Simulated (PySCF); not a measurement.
PGME (C4H10O2), SMILES COCC(C)O. The structure is a stationary point at PBE-D3(BJ)/def2-SVP. One conformer was computed; it need not be the lowest.

Computed equilibrium geometry at PBE-D3(BJ)/def2-SVP (PySCF confirms it by a frequency run) as Cartesian coordinates in Å (one conformer of several):
```xyz
16

C      2.5363     0.5486    -0.1883
O      1.3645    -0.1373     0.1823
C      0.2379     0.1863    -0.6141
C     -0.9676    -0.4994     0.0279
C     -2.2747    -0.1367    -0.6596
O     -1.0505    -0.1174     1.3905
H      2.4128     1.6573    -0.1218
H      3.3433     0.2389     0.5040
H      2.8509     0.3036    -1.2317
H      0.0740     1.2936    -0.6263
H      0.3803    -0.1507    -1.6712
H     -0.8011    -1.6049    -0.0617
H     -2.4460     0.9579    -0.6094
H     -2.2718    -0.4527    -1.7219
H     -3.1201    -0.6366    -0.1483
H     -0.1258    -0.1609     1.7101
```
